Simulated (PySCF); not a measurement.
Species: C₂H₁₀SSi₃.
Geometry (PBE0-D3(BJ)/def2-SVP, Å), atoms numbered from 1 in this order:
```xyz
16
C2H10SSi3 angstrom
Si     2.319   -0.332    1.179
S      2.196    0.463   -0.811
Si     0.060    0.514   -1.115
C     -0.929    1.446    0.214
Si    -1.699   -0.224    0.717
C     -0.857   -1.109   -0.746
H      3.770   -0.370    1.513
H      1.601    0.534    2.162
H      1.750   -1.711    1.257
H     -0.085    1.030   -2.509
H     -1.654    2.156   -0.216
H     -0.345    1.978    0.978
H     -3.194   -0.258    0.700
H     -1.211   -0.712    2.043
H     -1.550   -1.393   -1.556
H     -0.239   -1.987   -0.508
```

Method used: PBE0-D3(BJ)/def2-SVP geometry optimisation, gas phase in PySCF 2.14.0.

Masses are those of the commonest isotopes; rigid-rotor values at the optimised geometry. The values belong to one conformer with, in the numbering `[SiH3:1][S:2][SiH:3]1[CH2:4][SiH2:5][CH2:6]1`, Si1–S2–Si3–C4 54°, S2–Si3–C4–Si5 -113°, Si3–C4–Si5–C6 -6°, C4–Si5–C6–Si3 6°, S2–Si3–C6–Si5 113°.

Q: Give the principal moments of inertia and the rotational constants in GHz.

A: Ia = 215.53, Ib = 476.37, Ic = 563.93 u·Å²; 505379 MHz·u·Å²/I gives 2345, 1061 and 896.2 MHz, that is A = 2.3448, B = 1.0609, C = 0.8962 GHz.

Q: What kind of rotor is it?

A: An asymmetric top. Ray's parameter κ = (2B − A − C)/(A − C) = -0.773; −1 is the prolate and +1 the oblate limit.

Q: What does the inertial defect say?

A: Not planar: Δ = Ic − Ia − Ib = -127.97 u·Å². For a rigid frame Δ = −2 Σ m c², so Σ m c² = 63.99 u·Å² lies off the ab plane: 19.26 from hydrogen and 44.73 from heavier atoms. The atom farthest from that plane is 2.13 Å away.

Q: Where do the levels up to J = 4 lie, in cm⁻¹?

A: Above 0(0,0):
J = 1: 1(0,1) 0.0653, 1(1,1) 0.1081, 1(1,0) 0.1136
J = 2: 2(0,2) 0.1953, 2(1,2) 0.2332, 2(1,1) 0.2497, 2(2,1) 0.3781, 2(2,0) 0.3786
J = 3: 3(0,3) 0.3892, 3(1,3) 0.4205, 3(1,2) 0.4534, 3(2,2) 0.5740, 3(2,1) 0.5764, 3(3,1) 0.8021, 3(3,0) 0.8022
J = 4: 4(0,4) 0.6456, 4(1,4) 0.6697, 4(1,3) 0.7244, 4(2,3) 0.8347, 4(2,2) 0.8419, 4(3,2) 1.0642, 4(3,1) 1.0644, 4(4,1) 1.3824, 4(4,0) 1.3824

Q: Which lines would a microwave search look for?

A: The dipole components are |μa| = 1.25 D, |μb| = 0.58 D, |μc| = 0.01 D. Intensities carry the squares of the components, which stand as 1.00 : 0.22 : 0.00 (a : b : c). Some lines, for components of 0.1 D or more:

```csv
type,branch,"J(Ka,Kc)",MHz,lower level (cm⁻¹)
a,Q,"2(1,1) ← 2(1,2)",494,0.233
b,Q,"2(1,1) ← 2(0,2)",1628,0.195
b,R,"2(0,2) ← 1(1,1)",2615,0.108
b,R,"1(1,1) ← 0(0,0)",3241,0.000
a,R,"2(1,2) ← 1(1,1)",3749,0.108
b,Q,"2(2,0) ← 2(1,1)",3867,0.250
a,R,"2(0,2) ← 1(0,1)",3899,0.065
b,Q,"2(2,1) ← 2(1,2)",4346,0.233
b,R,"2(1,2) ← 1(0,1)",5033,0.065
b,R,"2(2,0) ← 1(1,1)",8110,0.108
```

PBE0-D3(BJ)/def2-SVP frequencies: not computed here. No vibrational averaging or centrifugal distortion is included, and the geometry carries the error of its method. A rigid rotor knows nothing of internal rotation, which can split or shift real lines.
